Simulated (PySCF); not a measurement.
A structure optimised at B3LYP-D3(BJ)/def2-TZVPD, used in a PySCF frequency run:

```
P
N 1 1.4821
```

### Question
Write its SMILES, formula and point group.

### Answer
N#P, NP, C∞v

### Question
What are its rotational constants (standard atomic weights)?

### Answer
23.853 GHz (linear rotor, B only)
